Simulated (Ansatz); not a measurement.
Consider the atomization: `CO[SiH2]S` → C• + 6 H• + O• + S• + Si•.

Gas-phase electronic energies from Ansatz, PBE0-D4/def2-TZVP geometries. CBS: def2 TZ/QZ extrapolation, frozen cores. Functionals use def2-TZVPP. B3LYP here is the variant with VWN-RPA as its local correlation; programs differ in this. Open shells (•) are unrestricted, without spin–orbit coupling. Spin–orbit coupling would lower the free atoms: a little for C, O, S, Si. Each species was taken in one conformer, which may not be the lowest.

`CO[SiH2]S`:

```xyz
10

C     1.458   -0.452   -0.696
O     0.361    0.412   -0.499
Si   -1.000   -0.054    0.285
S    -2.249    1.625    0.619
H     2.291    0.139   -1.080
H     1.772   -0.928    0.241
H     1.222   -1.236   -1.424
H    -0.612   -0.706    1.565
H    -1.818   -0.988   -0.531
H    -1.425    2.187    1.519
```

| level | ΔE (kJ/mol) | difference from CCSD(T)/CBS |
| --- | --- | --- |
| PBE-D4 | 3489.9 | 17.0 |
| revPBE-D4 | 3414.8 | -58.1 |
| r2SCAN-D4 | 3468.8 | -4.1 |
| B3LYP-D4 | 3456.0 | -16.9 |
| r2SCANh-D4 | 3449.1 | -23.8 |
| CAM-B3LYP-D4 | 3472.3 | -0.6 |
| revPBE | 3356.4 | -116.5 |
| CCSD/def2-TZVPP | 3331.1 | -141.8 |
| HF/CBS(def2) | 2542.4 | -930.5 |
| CCSD/CBS(def2) | 3421.1 | -51.8 |
| CCSD(T)/CBS | 3472.9 | 0 |

Largest T1 diagnostic among the species: 0.012.

From r2SCAN to r2SCAN0 (25 % exact exchange), in def2-TZVPP and without D4, ΔE moves by −48.6 kJ/mol: exact exchange takes away binding that semilocal exchange gives to molecules. At CCSD(T), def2-SVP lies −243.4 kJ/mol from the extrapolated value and def2-TZVPP −96.8 kJ/mol: correlation converges slowly with the basis, and small sets miss more of it in the bonded molecule than in its fragments.

CCSD(T)/CBS has its own doubt, a few kJ/mol and more with outer-core shells, so smaller differences from it don't rank the levels.
